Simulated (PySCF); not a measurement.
This PySCF input asks for the NMR shieldings of `CC1=CC=CB(O[SiH3])C=C1`, C₇H₁₁BOSi; the geometry comes from GFN2-xTB.

```python
import basis_set_exchange as bse
import numpy as np
from pyscf import gto, dft
from pyscf.prop import nmr

atoms = """
C    -3.413629   -0.104531    0.039278
C    -1.929599   -0.165178   -0.211921
C    -1.502682   -0.686640   -1.397547
C    -0.200478   -0.880760   -1.930571
C     1.005618   -0.592799   -1.383487
B     1.306498    0.038388   -0.012949
O     2.598177    0.230093    0.320102
Si    3.802925    0.705964    1.257527
C     0.201299    0.455298    0.978294
C    -1.142574    0.353514    0.861777
H    -3.662161   -0.637181    0.956671
H    -3.730536    0.931045    0.162375
H    -3.979808   -0.542332   -0.778446
H    -2.292839   -1.016687   -2.064828
H    -0.208874   -1.328101   -2.921241
H     1.865512   -0.842029   -1.998138
H     4.728856    1.394013    0.356548
H     3.370174    1.614944    2.327511
H     4.370014   -0.513863    1.835472
H     0.550343    0.892400    1.910075
H    -1.745155    0.711383    1.693025
"""
names = dict.fromkeys(["C", "B", "O", "Si", "H"], "pcSseg-1")
basis = {el: gto.basis.parse(bse.get_basis(n, elements=[el], fmt="nwchem")) for el, n in names.items()}
mol = gto.M(atom=atoms, basis=basis, charge=0, verbose=0)
mf = dft.RKS(mol, xc="PBE0")
mf.grids.level = 2
mf.grids.alignment = dft.numint.BLKSIZE   # the property module wants whole blocks of grid points
mf.conv_tol = 1e-9
mf.kernel()

calc = nmr.RKS(mf)   # GIAO
C = mf.mo_coeff
Co = C[:, mf.mo_occ > 0]
resp = mf.gen_response(singlet=True, hermi=2)
def vind(x):   # induced exchange potential for any number of trial vectors
    d = np.einsum("pi,xij,qj->xpq", C, 2 * x.reshape(-1, C.shape[1], Co.shape[1]), Co, optimize=True)
    return np.einsum("xpq,pi,qj->xij", resp(d - d.transpose(0, 2, 1)), C, Co, optimize=True).ravel()
mo1, _ = nmr.rhf.solve_mo1(calc, with_cphf=vind)
sigma = calc.kernel(mo1)
for i, s in enumerate(sigma):   # ppm
    print("%2d %-2s %9.2f" % (i, mol.atom_pure_symbol(i), np.trace(s) / 3))
```

Task: Give the expected output.

Result: 
```
 0 C     154.60
 1 C      37.05
 2 C      47.59
 3 C      33.20
 4 C      32.56
 5 B      66.72
 6 O     226.37
 7 Si    400.62
 8 C      35.87
 9 C      31.09
10 H      28.98
11 H      28.91
12 H      29.71
13 H      24.48
14 H      23.79
15 H      24.27
16 H      26.43
17 H      26.17
18 H      26.46
19 H      24.21
20 H      23.78
```

These numbers come from an equivalent density-fitted implementation of the same equations, which agrees with the script to about 0.01 ppm for H and up to a few tenths of a ppm for heavy atoms, so last digits may differ.

Size and cost of the density-fitted run: 232 basis functions, 72 s wall time on 1 thread of an Arm Neoverse V1, shared host; peak memory 1.1 GiB.
